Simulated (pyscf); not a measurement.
**H₂P–Ga, singlet**

Gas-phase minimum from PySCF at ωB97X-D3(BJ)/def2-SVP, one conformer. Other isomers of H₂P–Ga [singlet] were not searched in full and may lie lower. 

```xyz
4

P     -0.2052     1.0735    -0.0525
Ga     1.7993     0.5879    -1.2986
H      0.3765     0.3703     1.0507
H     -0.7746    -0.1148    -0.6126
```
Charge 0, spin multiplicity 1.

Bond lengths (Å): P1–Ga2 2.410, P1–H3 1.432, P1–H4 1.432. Angles (°): Ga2–P1–H3 87.8, Ga2–P1–H4 87.8, H3–P1–H4 93.2.

Properties at ωB97X-D3(BJ)/def2-SVP:

```yaml
harmonic_wavenumbers_unscaled: 301, 407, 440, 1096, 2396, 2407 cm⁻¹
zero_point_energy: 10.1 kcal/mol
rotational_symmetry_number: 1
Entropy of this conformer at 298 K and 1 atm, rigid rotor and harmonic oscillator, modes under 100 cm⁻¹ raised to 100: 274.9 J/(mol K)
dipole_moment: 1.30 D
```

Single-point totals, which compare only within one level (frozen core for MP2 and CC):

| level | total energy (hartree) |
|---|---|
| ωB97X-D3(BJ)/def2-TZVP | -2267.38824 |
| PBE/def2-TZVP | -2266.95946 |
| r²SCAN/def2-TZVP | -2267.36665 |
| B3LYP-D3(BJ)/def2-TZVP | -2267.49190 |
| PBE0-D3(BJ)/def2-TZVP | -2267.02791 |
| M06-2X/def2-TZVP | -2267.37922 |
| ωB97M-D3(BJ)/def2-TZVP | -2267.48340 |
| HF/def2-TZVPP | -2265.15577 |
| MP2/def2-TZVPP | -2265.51485 |
| CCSD/def2-TZVPP | -2265.53822 |
| CCSD(T)/def2-TZVPP | -2265.55572 |

The CCSD(T) − MP2 part came from Ansatz, without density fitting, on the same reference. The frozen core leaves the outer d or s,p core shells of the metals and heavy elements correlated in the MP2 and CC values, and def2-TZVPP describes them poorly, so these totals are far from the basis limit. Elements up to Kr have no core potential and no relativistic terms here.
